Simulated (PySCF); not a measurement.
CH6BNS.
Z-matrix (Å and degrees, PBE0-D3(BJ)/def2-SVP geometry), rows numbered from 1:
```
C 
S   1  1.8158
B   2  1.8112  1  102.10
N   3  1.3962  2  120.65  1   179.88
H   1  1.0977  2  107.19  3  -179.63
H   1  1.0980  2  111.18  3    61.60
H   1  1.0979  2  111.19  3   -60.85
H   3  1.2092  2  119.55  1    -0.10
H   4  1.0116  3  124.01  2     0.07
H   4  1.0101  3  122.07  2   179.94
```

Method: MP2 and CCSD/aug-cc-pVDZ in PySCF, restricted Hartree–Fock reference, 8 core orbitals frozen, non-relativistic, gas phase, PBE0-D3(BJ)/def2-SVP geometry.

E(HF) = -518.11346 Eh.

**Question.** How large is the problem?

**Answer.** 150 basis functions and 40 electrons; 8 orbitals frozen, which leaves o = 12 correlated occupied and v = 130 virtual orbitals. That is o·v = 1560 singles and o·v(o·v + 1)/2 = 1217580 distinct closed-shell doubles amplitudes before symmetry; the costliest CCSD step grows as o²v⁴ = 4.1 × 10^10.

**Question.** What are the MP2 and CCSD correlation energies?

**Answer.** MP2 -0.5638 Eh and CCSD -0.6121 Eh, which gives totals of -518.67728 and -518.72559 Eh. That is 0.694 eV for each correlated electron at CCSD (1607 kJ/mol in all, 0.118 % of the total energy); MP2 gives 92.1 % of the CCSD value.

**Question.** What is the T1 diagnostic?

**Answer.** 0.0125, below the customary warning level of 0.02. It is the norm of the spatial-orbital singles amplitudes over the root of the number of correlated electrons, so the norm is 0.061.

**Question.** How does correlation change the dipole moment?

**Answer.** HF gives 1.29 D and CCSD (unrelaxed density) 1.18 D, a change of -0.11 D; the two vectors are 12° apart.

Connected triples and the basis-set limit are missing.

The job also held the EOM ionisation roots. On one thread, Arm Neoverse V1 (aarch64), shared host with 32 logical CPUs at a one-minute load of 22, this took 3.3 min and 2.6 GiB of memory at its peak.

One conformer stands for the species.
